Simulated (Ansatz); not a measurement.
Molecule: C₅H₉O (charge 0, doublet). It need not be the lowest isomer of its formula. 
Structure (B3LYP-D3(BJ)/def2-TZVP (Ansatz, a first-principles code) minimum search):
```xyz
15

C     -2.7238    -0.3394    -0.3174
C     -1.2659    -0.4922    -0.7379
C     -0.3652     0.5907    -0.1077
C      1.0453     0.4719    -0.5373
C      2.0951     0.0630     0.3348
O      1.9286    -0.2131     1.5248
H     -2.8275    -0.4074     0.7675
H     -3.3446    -1.1187    -0.7624
H     -3.1247     0.6276    -0.6301
H     -0.8922    -1.4748    -0.4402
H     -1.1845    -0.4434    -1.8276
H     -0.4181     0.5239     0.9796
H     -0.7531     1.5724    -0.4056
H      1.2987     0.6644    -1.5753
H      3.1033    -0.0040    -0.1113
```
Charge 0, spin multiplicity 2.

Parts of the frozen-core correlation energy in cc-pVTZ (Ansatz, hartree). Frozen orbitals: 6; correlated occupied orbitals by spin: 18 and 17; virtual: 282 and 283. Open shells are spin-unrestricted. Spin-orbit coupling is left out. Non-relativistic.

```csv
term,value
reference (HF),-269.50696
MP2 opposite-spin,-0.79270
MP2 same-spin,?
CCSD correlation,?
(T),?
T1 diagnostic,0.023
largest doubles amplitude,0.027
<S^2> of the reference,0.906
```

Problem. Some entries are withheld; supply them.

Solution. 
- MP2 same-spin, value: -0.24322
- CCSD correlation, value: -1.09954
- (T), value: -0.04531
